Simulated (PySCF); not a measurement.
Radial density of Ga²⁺ (gallium, charge +2)

UHF, [Ar] 3d10 4s1, 2S determinant. All numbers are calculated (PySCF 2.14, the spin-free X2C one-electron Hamiltonian (Gaussian nucleus), in jorge-DZP-DKH).

```csv
r (bohr),4πr²ρ (e/bohr),4πr²(ρα − ρβ)
0.000798,0.2692,0.0002
0.00134,0.6601,0.0004
0.00226,1.602,0.0010
0.00380,3.783,0.0022
0.00639,8.441,0.0049
0.0108,17.07,0.0096
0.0181,29.20,0.0150
0.0304,37.81,0.0144
0.0512,33.86,0.0018
0.0861,31.66,0.0075
0.145,43.63,0.0386
0.243,29.65,-0.0237
0.410,22.92,0.0347
0.689,23.55,-0.0182
1.16,6.665,0.2544
1.95,1.141,0.5749
3.28,0.1526,0.1512
5.51,0.002053,0.0020
```

Densities and radii are taken from the X2C orbitals without a picture-change correction, which distorts them close to the nucleus.

Problem. Where is the radial spin density 4πr²(ρα − ρβ) most negative, and why is it negative at all?

Solution. Around r = 0.243 bohr, down to -0.0237 e/bohr: exchange with the open shell polarises the paired shells in an unrestricted calculation.
